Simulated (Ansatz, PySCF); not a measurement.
Gas-phase reaction in SMILES: CCOC=O + 5 [H][H] (H2) → 3 C (CH4) + 2 O (H2O)
Each molecule is optimised on its own at B3LYP-D3(BJ)/def2-TZVP (Ansatz, a first-principles code), one conformer each, not searched for the lowest.
Geometry of the first species:
```xyz
11

C     -2.1634     0.3523    -0.1675
C     -0.8389    -0.2557     0.2267
O      0.2076     0.5270    -0.4008
C      1.4624     0.1343    -0.1637
O      1.7944    -0.7977     0.5146
H     -2.2955     0.3318    -1.2497
H     -2.9771    -0.2138     0.2889
H     -2.2335     1.3870     0.1698
H     -0.6824    -0.2386     1.3060
H     -0.7441    -1.2895    -0.1078
H      2.1555     0.8036    -0.6915
```

Property: energy of full hydrogenation (0 K, with B3LYP-D3(BJ) harmonic zero-point energies from PySCF), in kJ/mol. Correlated levels leave the core frozen unless marked. No spin-orbit coupling. No relativistic terms. CBS(X,Y): correlation extrapolated as X^-3; Hartree-Fock from the larger set. The bracket is a focal-point correction in the basis named.

RI-MP2/CBS(aug-cc-pVTZ,aug-cc-pVQZ)+[CCSD(T)-MP2]/aug-cc-pVTZ (Ansatz) gives -306.4 kJ/mol.

Question: Another calculation gave -307.5 kJ/mol. Which level was it?
A. r2SCAN0/def2-TZVPD (Ansatz)
B. BLYP/def2-TZVPD (Ansatz)
C. B2PLYP/def2-TZVPD (Ansatz)
D. HF/def2-TZVPD (PySCF)

Answer: A, r2SCAN0/def2-TZVPD (Ansatz). The others give -288.8 (B2PLYP), -323.4 (HF), -270.4 (BLYP) kJ/mol.
